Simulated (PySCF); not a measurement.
Start geometry of `B[AsH]C(C)(C)C` from GFN2-xTB (Å):
```
atom  x, y, z in Å
B1     2.5498   -0.3648    0.7397
As2    1.3400    1.1494    0.4015
C3    -0.4087    0.1980   -0.0371
C4    -1.3549    1.2093   -0.6785
C5    -1.0074   -0.3184    1.2656
C6    -0.1735   -0.9579   -1.0020
H7     3.6532   -0.3610    0.3440
H8     2.2477   -1.2317    1.4710
H9     1.7370    1.3795   -1.0356
H10   -2.3022    0.7384   -0.9440
H11   -1.5567    2.0320    0.0083
H12   -0.9103    1.6214   -1.5858
H13   -1.1648    0.5049    1.9647
H14   -1.9675   -0.8031    1.0861
H15   -0.3428   -1.0452    1.7330
H16   -1.1186   -1.4376   -1.2627
H17    0.4810   -1.7077   -0.5574
H18    0.2896   -0.5993   -1.9225
```

Problem. What comes out of this run: PBE0-D3(BJ)/def2-SVP geometry optimisation, gas phase in PySCF 2.14.0?

Solution. 
```
atom  x, y, z in Å
B1     2.2950   -0.6449    0.8708
As2    1.0310    0.7697    0.3580
C3    -0.7464   -0.0982    0.0386
C4    -1.6785    0.9755   -0.5184
C5    -1.2513   -0.5899    1.3924
C6    -0.6316   -1.2586   -0.9453
H7     3.4627   -0.5195    0.5910
H8     1.9465   -1.5353    1.6098
H9     1.4636    1.0656   -1.0658
H10   -2.6812    0.5481   -0.6930
H11   -1.7883    1.8213    0.1773
H12   -1.3152    1.3711   -1.4801
H13   -1.3547    0.2358    2.1134
H14   -2.2437   -1.0574    1.2723
H15   -0.5800   -1.3443    1.8304
H16   -1.6314   -1.6878   -1.1382
H17    0.0102   -2.0611   -0.5517
H18   -0.2166   -0.9343   -1.9119
```

The energy falls by 10.7 kJ/mol over 6 energy and gradient evaluations, the largest force component goes from 0.0165 to 3.2e-04 Eh/bohr, and the atoms move by 0.123 Å rms after alignment. Among the bonds, As2–C3, B1–H7 and B1–H8 change most and about equally (-0.035 to +0.035 Å). Bonds longer at the end by more than 0.005 Å: 12 of 17; shorter: 1. Among the angles that change most is B1–As2–C3, from 101.8° to 107.5°. Among the dihedrals that turn most is H7–B1–As2–C3, from 139° to 150°. Rotational constants go from 3309, 1698, 1513 to 3367, 1691, 1519 MHz. The orientation of the end geometry is arbitrary; only internal coordinates are fixed.

The run used 162 basis functions and 41 SCF cycles in all.

Whether it is a minimum is left open (no frequencies). One conformer, not necessarily the lowest.
